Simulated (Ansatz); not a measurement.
Geometry optimisation, Ansatz 0.2.0, RKS PBE-D4/def2-SVP.

Input file:

```yaml
crystal:
  periodic: [false, false, false]
  atoms:
    - { symbol: C, position_ang: [-1.9393, -0.0777, -0.6082] }
    - { symbol: Ge, position_ang: [-0.4144, -1.1713, -0.5729] }
    - { symbol: B, position_ang: [1.0165, -0.2247, 0.4375] }
    - { symbol: "N", position_ang: [1.7117, 0.3108, 1.793] }
    - { symbol: Al, position_ang: [2.5946, 1.1778, 0.4996] }
    - { symbol: H, position_ang: [-2.329, 0.185, 0.4148] }
    - { symbol: H, position_ang: [-1.7108, 0.9273, -1.1166] }
    - { symbol: H, position_ang: [-2.7562, -0.5281, -1.1893] }
    - { symbol: H, position_ang: [0.0739, -1.4296, -1.9768] }
    - { symbol: H, position_ang: [-0.7544, -2.5042, 0.1546] }
    - { symbol: H, position_ang: [0.9402, 0.99, 2.1955] }
    - { symbol: H, position_ang: [3.6442, 2.2894, 0.0028] }
basis:
  gaussian: { orbitals: def2-SVP }
hamiltonian:
  xc: pbe
  dispersion: d4
relax:
  f_tol: 0.015
  max_steps: 40
```

Command:

```bash
$ ansatz run input.yaml --threads 2 --pin off --max-ram 3072MiB --backend cpu --events-out ev --progress --plain --runs-dir out
```

Problem. Where does it end, and by what steps?

Solution. The forces met the threshold. The force dipped under the threshold on the way, but the program's further checks kept it going. After 29 steps the energy has fallen by 2.215 eV; H11 moved furthest, 1.80 Å.

| step | energy less start (eV) | largest force component (eV/Å) | accepted |
| --- | --- | --- | --- |
| 0 | 0.0000 | 4.147 | yes |
| 2 | -1.8414 | 2.304 | yes |
| 4 | -2.1529 | 0.428 | yes |
| 6 | -2.1719 | 0.179 | yes |
| 8 | -2.1871 | 0.127 | yes |
| 10 | -2.1905 | 0.033 | yes |
| 12 | -2.1950 | 0.167 | yes |
| 14 | -2.2016 | 0.217 | yes |
| 16 | -2.2061 | 0.239 | yes |
| 18 | -2.2116 | 0.035 | yes |
| 20 | -2.2131 | 0.157 | yes |
| 22 | -2.2141 | 0.038 | no |
| 24 | -2.2146 | 0.016 | yes |
| 26 | -2.2148 | 0.022 | yes |
| 28 | -2.2149 | 0.007 | yes |
| 29 | -2.2149 | 0.005 | yes |

```xyz
12
Properties=species:S:1:pos:R:3
C -2.088 0.026 -0.859
Ge -0.528 -1.056 -0.313
B 1.029 0.136 0.313
N 1.942 0.196 1.376
Al 2.374 1.665 0.322
H -2.478 0.602 0.003
H -1.791 0.739 -1.652
H -2.897 -0.624 -1.245
H -0.072 -1.906 -1.539
H -0.981 -2.070 0.788
H 2.016 -0.455 2.170
H 3.550 2.691 0.671
```

Run time: 91 s on 2 threads of Intel(R) Xeon(R) Platinum 8488C (Sapphire Rapids) (shared host), peak memory 0.21 GiB.
